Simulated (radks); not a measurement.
The copper ion Cu+, 28 electrons, occupied as [Ar] 3d10 (the NIST ground configuration).

Method: non-relativistic Kohn-Sham, PBE, spin-polarised, spherical densities, point nucleus; hard spherical wall at 2.5 bohr; computed with a radial shooting solver on a logarithmic mesh with Libxc functionals.

Energy parts (eV):
part                       energy
total                  -44606.557
kinetic                 44683.035
electron-nucleus      -106985.723
Hartree                 19531.278
exchange-correlation    -1835.147

Orbitals (lengths in bohr, moments of r in powers of bohr):
| orbital | occ. | eigenvalue (eV) | <r> |
|---|---|---|---|
| 1s | 2 | -8741.256 | 0.05290 |
| 2s | 2 | -1033.671 | 0.2387 |
| 2p | 6 | -905.4977 | 0.2078 |
| 3s | 2 | -107.8094 | 0.7305 |
| 3p | 6 | -68.2247 | 0.7642 |
| 3d | 10 | -1.8042 | 0.8880 |
| 4s | 0 | 18.0545 | 1.507 |
| 4p | 0 | 32.3841 | 1.510 |
| 4d | 0 | 59.7342 | 1.418 |

The highest occupied level is 3d at -1.804 eV. The density falls to 0.001 e/bohr^3 at r = 2.35 bohr. The pressure on the wall is 603 GPa.
